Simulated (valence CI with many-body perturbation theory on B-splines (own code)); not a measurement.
## E1 line list for Nd³⁺

Level of theory: configuration interaction combined with many-body perturbation theory (CI+MBPT): three valence electrons over a frozen Dirac-Fock core [Xe], a basis of 8 s, 8 p, 9 d, 9 f, 6 g, 3 h, 2 i functions for each j, with the one-electron correlation potential Σ1, the two-electron term Σ2, the three-electron term Σ3, Breit, model QED; the open f shell's mean field enters the energy denominators; selected CI, second order for the rest, scaled by the run's own slope (own B-spline code, finite nucleus).

Against 32 measured levels this calculation errs by 185 cm⁻¹ on average and by 445 at most. These come from a selection out of Arab et al., J. Quant. Spectrosc. Radiat. Transfer 229, 145 (2019) and Gaigalas et al. (2019), from Wyart et al. (2007). Levels without a partner in it may be off by more, other configurations by several thousand cm⁻¹.

Lines 151 to 192 of 192 in falling wavelength, among levels below 10.315 eV, chosen from the strongest by gf and those to the six lowest levels. Wavelengths and rates use the calculated energies, so an error of 200 cm⁻¹ moves a line at 1362 Å by 0.27 % and its rate by three times that or more. Electric multipoles are in the length gauge, E1 and E2 with the static RPA response of the core. Weak lines are less certain than strong ones. Lines between different terms over intervals too small for the method are left out, as are lines whose strength nearly cancels. Where a level lies close to another of its J and parity, the split of strength between their lines is uncertain. The highest levels of a list are the least certain.

Names give the largest LS component (configuration and term), which can be under half, so a name can repeat, a term be missing and a line seem to break the LS rules; names also repeat where a configuration has a term twice. Letters in brackets count levels of one name in rising energy.

```
λ vac (Å)               Upper         Lower   A (s⁻¹)  S (a.u.) with core polarisation  S without
     1362      4f2 5d 4K_13/2  4f3 4I°_11/2  6.09e+06                         1.06e-01   2.42e-01
     1362      4f2 5d 4I_13/2  4f3 4I°_13/2  8.14e+07                         1.42e+00   3.26e+00
     1356      4f2 5d 4I_15/2  4f3 4I°_15/2  8.67e+07                         1.71e+00   3.88e+00
     1353      4f2 5d 2I_13/2  4f3 4I°_15/2  1.84e+07                         3.15e-01   7.31e-01
     1351       4f2 5d 4I_9/2   4f3 4I°_9/2  3.77e+07                         4.59e-01   1.07e+00
     1348      4f2 5d 2H_11/2   4f3 4I°_9/2  2.77e+06                         4.02e-02   9.46e-02
     1346      4f2 5d 4K_15/2  4f3 4I°_13/2  6.37e+06                         1.23e-01   2.75e-01
     1340      4f2 5d 2I_11/2  4f3 4I°_13/2  2.51e+06                         3.58e-02   8.96e-02
     1332      4f2 5d 4K_17/2  4f3 4I°_15/2  6.30e+06                         1.32e-01   2.88e-01
     1328      4f2 5d 4I_11/2   4f3 4I°_9/2  1.13e+06                         1.57e-02   3.63e-02
     1325      4f2 5d 4I_13/2  4f3 4I°_11/2  3.29e+06                         5.29e-02   1.23e-01
     1325   4f2 5d 4H_7/2 [a]   4f3 4I°_9/2  7.53e+07                         6.91e-01   1.59e+00
     1322   4f2 5d 4H_9/2 [a]  4f3 4I°_11/2  7.52e+07                         8.58e-01   1.97e+00
     1318      4f2 5d 4I_15/2  4f3 4I°_13/2  2.08e+06                         3.76e-02   8.77e-02
     1317  4f2 5d 4H_11/2 [a]  4f3 4I°_13/2  9.51e+07                         1.29e+00   2.90e+00
     1316      4f2 5d 2I_13/2  4f3 4I°_13/2  8.44e+05                         1.33e-02   3.84e-02
     1310   4f2 5d 4G_7/2 [a]   4f3 4I°_9/2  2.04e+07                         1.81e-01   3.97e-01
     1308      4f2 5d 4H_13/2  4f3 4I°_15/2  1.10e+08                         1.71e+00   3.82e+00
     1306       4f2 5d 4G_9/2  4f3 4I°_11/2  1.80e+07                         1.98e-01   4.31e-01
     1304      4f2 5d 2I_11/2  4f3 4I°_11/2  1.85e+06                         2.43e-02   6.29e-02
     1303      4f2 5d 4G_11/2  4f3 4I°_13/2  5.34e+06                         7.00e-02   1.49e-01
     1289   4f2 5d 4H_9/2 [a]   4f3 4I°_9/2  2.90e+06                         3.07e-02   7.41e-02
     1282  4f2 5d 4H_11/2 [a]  4f3 4I°_11/2  3.13e+06                         3.90e-02   9.24e-02
     1281      4f2 5d 2I_13/2  4f3 4I°_11/2  1.49e+05                         2.17e-03   5.53e-03
     1274       4f2 5d 4G_9/2   4f3 4I°_9/2  1.84e+06                         1.88e-02   4.27e-02
     1273      4f2 5d 4H_13/2  4f3 4I°_13/2  3.03e+06                         4.31e-02   9.93e-02
     1272      4f2 5d 2I_11/2   4f3 4I°_9/2  2.55e+05                         3.11e-03   7.70e-03
     1269      4f2 5d 4G_11/2  4f3 4I°_11/2  9.75e+05                         1.18e-02   2.70e-02
     1268  4f2 5d 4H_11/2 [b]  4f3 4I°_13/2  1.13e+08                         1.37e+00   3.12e+00
     1268   4f2 5d 4H_9/2 [b]  4f3 4I°_11/2  1.23e+08                         1.23e+00   2.85e+00
     1267   4f2 5d 4H_7/2 [b]   4f3 4I°_9/2  1.34e+08                         1.07e+00   2.51e+00
     1251  4f2 5d 4H_11/2 [a]   4f3 4I°_9/2  3.22e+03                         3.74e-05   1.05e-04
     1246   4f2 5d 2H_9/2 [b]  4f3 4I°_11/2  6.64e+06                         6.34e-02   1.50e-01
     1246   4f2 5d 2F_7/2 [a]   4f3 4I°_9/2  1.64e+06                         1.25e-02   2.54e-02
     1240      4f2 5d 4H_13/2  4f3 4I°_11/2  8.40e+03                         1.11e-04   2.60e-04
     1238      4f2 5d 4G_11/2   4f3 4I°_9/2  2.05e+04                         2.31e-04   5.49e-04
     1237   4f2 5d 4H_9/2 [b]   4f3 4I°_9/2  4.68e+06                         4.37e-02   1.02e-01
     1236  4f2 5d 4H_11/2 [b]  4f3 4I°_11/2  5.67e+06                         6.34e-02   1.48e-01
     1217   4f2 5d 2F_7/2 [b]   4f3 4I°_9/2  8.93e+04                         6.36e-04   2.11e-03
     1217   4f2 5d 2H_9/2 [b]   4f3 4I°_9/2  9.70e+05                         8.62e-03   2.01e-02
     1207  4f2 5d 4H_11/2 [b]   4f3 4I°_9/2  3.56e+04                         3.71e-04   9.61e-04
     1204   4f2 5d 4G_7/2 [b]   4f3 4I°_9/2  2.40e+04                         1.65e-04   1.96e-04
```
